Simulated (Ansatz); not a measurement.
Harmonic vibrations of CH5NOZn by finite differences.

```yaml
crystal:
  periodic: [false, false, false]
  atoms:
    - {symbol: N, position_ang: [0.516335, 0.753086, -0.856183]}
    - {symbol: C, position_ang: [0.127751, -0.512675, -0.322601]}
    - {symbol: O, position_ang: [0.672561, -0.610328, 0.979746]}
    - {symbol: Zn, position_ang: [-1.506705, 1.368472, 2.387659]}
    - {symbol: H, position_ang: [0.531338, 0.751587, -1.864711]}
    - {symbol: H, position_ang: [-0.073862, 1.505862, -0.528551]}
    - {symbol: H, position_ang: [0.536960, -1.295030, -0.975184]}
    - {symbol: H, position_ang: [0.249286, -1.349504, 1.425711]}
    - {symbol: H, position_ang: [-0.965164, -0.657870, -0.262885]}
basis:
  gaussian: {orbitals: def2-TZVP}
hamiltonian: {xc: pbe0, dispersion: d4}
phonons: {temperatures: {t_min: 298.15, t_max: 900, t_step: 200}}
```

```sh
$ ansatz run in.yaml --threads 4 --pin off --events-out ev --progress --plain
```

Shortened log:

```
Functional definition: PBE0
mean field -53064.86954721 eV, -1950.0979871995 hartree, gradient 3.6e-5 eV, S^2 0.000000; 0 other end points of the search recorded, 0 dependent functions left out
mean field -53064.86948643 eV, -1950.0979849660 hartree, gradient 2.8e-6 eV, S^2 0.000000; 0 other end points of the search recorded, 0 dependent functions left out
mean field -53064.86946056 eV, -1950.0979840153 hartree, gradient 2.8e-6 eV, S^2 0.000000; 0 other end points of the search recorded, 0 dependent functions left out
mean field -53064.86937101 eV, -1950.0979807242 hartree, gradient 2.8e-6 eV, S^2 0.000000; 0 other end points of the search recorded, 0 dependent functions left out
mean field -53064.86936167 eV, -1950.0979803811 hartree, gradient 2.9e-6 eV, S^2 0.000000; 0 other end points of the search recorded, 0 dependent functions left out
mean field -53064.86932022 eV, -1950.0979788578 hartree, gradient 2.9e-6 eV, S^2 0.000000; 0 other end points of the search recorded, 0 dependent functions left out
mean field -53064.86935920 eV, -1950.0979802903 hartree, gradient 2.8e-6 eV, S^2 0.000000; 0 other end points of the search recorded, 0 dependent functions left out
mean field -53064.86937847 eV, -1950.0979809985 hartree, gradient 2.8e-6 eV, S^2 0.000000; 0 other end points of the search recorded, 0 dependent functions left out
mean field -53064.86937195 eV, -1950.0979807590 hartree, gradient 2.8e-6 eV, S^2 0.000000; 0 other end points of the search recorded, 0 dependent functions left out
mean field -53064.86935178 eV, -1950.0979800176 hartree, gradient 2.9e-6 eV, S^2 0.000000; 0 other end points of the search recorded, 0 dependent functions left out
mean field -53064.86939405 eV, -1950.0979815709 hartree, gradient 2.8e-6 eV, S^2 0.000000; 0 other end points of the search recorded, 0 dependent functions left out
mean field -53064.86938201 eV, -1950.0979811286 hartree, gradient 2.8e-6 eV, S^2 0.000000; 0 other end points of the search recorded, 0 dependent functions left out
mean field -53064.86940565 eV, -1950.0979819974 hartree, gradient 2.8e-6 eV, S^2 0.000000; 0 other end points of the search recorded, 0 dependent functions left out
mean field -53064.86948397 eV, -1950.0979848756 hartree, gradient 2.8e-6 eV, S^2 0.000000; 0 other end points of the search recorded, 0 dependent functions left out
mean field -53064.86947439 eV, -1950.0979845233 hartree, gradient 2.8e-6 eV, S^2 0.000000; 0 other end points of the search recorded, 0 dependent functions left out
mean field -53064.86940990 eV, -1950.0979821534 hartree, gradient 2.8e-6 eV, S^2 0.000000; 0 other end points of the search recorded, 0 dependent functions left out
mean field -53064.86945099 eV, -1950.0979836636 hartree, gradient 2.8e-6 eV, S^2 0.000000; 0 other end points of the search recorded, 0 dependent functions left out
mean field -53064.86941611 eV, -1950.0979823817 hartree, gradient 2.8e-6 eV, S^2 0.000000; 0 other end points of the search recorded, 0 dependent functions left out
mean field -53064.86942529 eV, -1950.0979827190 hartree, gradient 2.8e-6 eV, S^2 0.000000; 0 other end points of the search recorded, 0 dependent functions left out
mean field -53064.86950199 eV, -1950.0979855378 hartree, gradient 2.8e-6 eV, S^2 0.000000; 0 other end points of the search recorded, 0 dependent functions left out
mean field -53064.86959206 eV, -1950.0979888477 hartree, gradient 2.8e-6 eV, S^2 0.000000; 0 other end points of the search recorded, 0 dependent functions left out
mean field -53064.86958424 eV, -1950.0979885604 hartree, gradient 2.8e-6 eV, S^2 0.000000; 0 other end points of the search recorded, 0 dependent functions left out
mean field -53064.86950979 eV, -1950.0979858242 hartree, gradient 2.8e-6 eV, S^2 0.000000; 0 other end points of the search recorded, 0 dependent functions left out
mean field -53064.86961114 eV, -1950.0979895488 hartree, gradient 2.8e-6 eV, S^2 0.000000; 0 other end points of the search recorded, 0 dependent functions left out
mean field -53064.86948262 eV, -1950.0979848259 hartree, gradient 2.8e-6 eV, S^2 0.000000; 0 other end points of the search recorded, 0 dependent functions left out
mean field -53064.86954344 eV, -1950.0979870610 hartree, gradient 2.8e-6 eV, S^2 0.000000; 0 other end points of the search recorded, 0 dependent functions left out
mean field -53064.86954154 eV, -1950.0979869912 hartree, gradient 2.8e-6 eV, S^2 0.000000; 0 other end points of the search recorded, 0 dependent functions left out
mean field -53064.86953098 eV, -1950.0979866033 hartree, gradient 2.8e-6 eV, S^2 0.000000; 0 other end points of the search recorded, 0 dependent functions left out
mean field -53064.86952497 eV, -1950.0979863823 hartree, gradient 2.8e-6 eV, S^2 0.000000; 0 other end points of the search recorded, 0 dependent functions left out
mean field -53064.86938862 eV, -1950.0979813715 hartree, gradient 2.8e-6 eV, S^2 0.000000; 0 other end points of the search recorded, 0 dependent functions left out
mean field -53064.86942100 eV, -1950.0979825615 hartree, gradient 2.9e-6 eV, S^2 0.000000; 0 other end points of the search recorded, 0 dependent functions left out
mean field -53064.86950323 eV, -1950.0979855833 hartree, gradient 2.8e-6 eV, S^2 0.000000; 0 other end points of the search recorded, 0 dependent functions left out
mean field -53064.86949260 eV, -1950.0979851927 hartree, gradient 2.9e-6 eV, S^2 0.000000; 0 other end points of the search recorded, 0 dependent functions left out
mean field -53064.86946150 eV, -1950.0979840499 hartree, gradient 2.9e-6 eV, S^2 0.000000; 0 other end points of the search recorded, 0 dependent functions left out
mean field -53064.86946206 eV, -1950.0979840702 hartree, gradient 2.8e-6 eV, S^2 0.000000; 0 other end points of the search recorded, 0 dependent functions left out
mean field -53064.86951020 eV, -1950.0979858393 hartree, gradient 2.8e-6 eV, S^2 0.000000; 0 other end points of the search recorded, 0 dependent functions left out
mean field -53064.86952464 eV, -1950.0979863702 hartree, gradient 2.8e-6 eV, S^2 0.000000; 0 other end points of the search recorded, 0 dependent functions left out
mean field -53064.86952003 eV, -1950.0979862008 hartree, gradient 2.8e-6 eV, S^2 0.000000; 0 other end points of the search recorded, 0 dependent functions left out
mean field -53064.86951673 eV, -1950.0979860795 hartree, gradient 2.8e-6 eV, S^2 0.000000; 0 other end points of the search recorded, 0 dependent functions left out
mean field -53064.86948973 eV, -1950.0979850872 hartree, gradient 2.8e-6 eV, S^2 0.000000; 0 other end points of the search recorded, 0 dependent functions left out
mean field -53064.86948528 eV, -1950.0979849237 hartree, gradient 2.8e-6 eV, S^2 0.000000; 0 other end points of the search recorded, 0 dependent functions left out
mean field -53064.86950159 eV, -1950.0979855232 hartree, gradient 2.8e-6 eV, S^2 0.000000; 0 other end points of the search recorded, 0 dependent functions left out
mean field -53064.86950072 eV, -1950.0979854911 hartree, gradient 2.8e-6 eV, S^2 0.000000; 0 other end points of the search recorded, 0 dependent functions left out
mean field -53064.86951932 eV, -1950.0979861747 hartree, gradient 2.8e-6 eV, S^2 0.000000; 0 other end points of the search recorded, 0 dependent functions left out
mean field -53064.86950461 eV, -1950.0979856342 hartree, gradient 2.8e-6 eV, S^2 0.000000; 0 other end points of the search recorded, 0 dependent functions left out
mean field -53064.86944904 eV, -1950.0979835919 hartree, gradient 2.8e-6 eV, S^2 0.000000; 0 other end points of the search recorded, 0 dependent functions left out
mean field -53064.86945425 eV, -1950.0979837831 hartree, gradient 2.8e-6 eV, S^2 0.000000; 0 other end points of the search recorded, 0 dependent functions left out
mean field -53064.86950033 eV, -1950.0979854767 hartree, gradient 2.8e-6 eV, S^2 0.000000; 0 other end points of the search recorded, 0 dependent functions left out
mean field -53064.86949782 eV, -1950.0979853843 hartree, gradient 2.8e-6 eV, S^2 0.000000; 0 other end points of the search recorded, 0 dependent functions left out
mean field -53064.86946432 eV, -1950.0979841534 hartree, gradient 2.8e-6 eV, S^2 0.000000; 0 other end points of the search recorded, 0 dependent functions left out
mean field -53064.86944665 eV, -1950.0979835041 hartree, gradient 2.8e-6 eV, S^2 0.000000; 0 other end points of the search recorded, 0 dependent functions left out
mean field -53064.86952658 eV, -1950.0979864415 hartree, gradient 2.8e-6 eV, S^2 0.000000; 0 other end points of the search recorded, 0 dependent functions left out
mean field -53064.86953175 eV, -1950.0979866313 hartree, gradient 2.8e-6 eV, S^2 0.000000; 0 other end points of the search recorded, 0 dependent functions left out
mean field -53064.86952104 eV, -1950.0979862379 hartree, gradient 2.8e-6 eV, S^2 0.000000; 0 other end points of the search recorded, 0 dependent functions left out
mean field -53064.86953409 eV, -1950.0979867174 hartree, gradient 2.8e-6 eV, S^2 0.000000; 0 other end points of the search recorded, 0 dependent functions left out
Total energy: -53065.00263300 eV, -1950.1028780120 hartree
Atom 0 at     0.516335     0.753086    -0.856183 Å, force     0.000049     0.000316     0.002625 eV/Å
Atom 1 at     0.127751    -0.512675    -0.322601 Å, force     0.000828    -0.001211     0.002460 eV/Å
Atom 2 at     0.672561    -0.610328     0.979746 Å, force    -0.002184    -0.000659    -0.002210 eV/Å
Atom 3 at    -1.506705     1.368472     2.387659 Å, force     0.000141    -0.000124    -0.000116 eV/Å
Atom 4 at     0.531338     0.751587    -1.864711 Å, force    -0.000371     0.000527    -0.002481 eV/Å
Atom 5 at    -0.073862     1.505862    -0.528551 Å, force     0.000400    -0.000573    -0.000531 eV/Å
Atom 6 at     0.536960    -1.295030    -0.975184 Å, force    -0.000465     0.000801     0.000432 eV/Å
Atom 7 at     0.249286    -1.349504     1.425711 Å, force     0.000772     0.000711     0.000180 eV/Å
Atom 8 at    -0.965164    -0.657870    -0.262885 Å, force     0.000829     0.000212    -0.000360 eV/Å
Dipole moment:    -0.346146    -0.239005    -0.264956 e Å
Vibrations: 22.66 43.43 49.94 161.87 275.00 513.87 732.41 964.76 1041.09 1138.19 1240.26 1265.85 1357.28 1467.22 1525.65 1652.71 2933.48 3022.73 3551.54 3654.50 3854.94 cm⁻¹, zero-point energy 1.888861 eV
```

Run time 110 s (4 threads of a server CPU on a shared host); peak host memory 0.41 GiB.
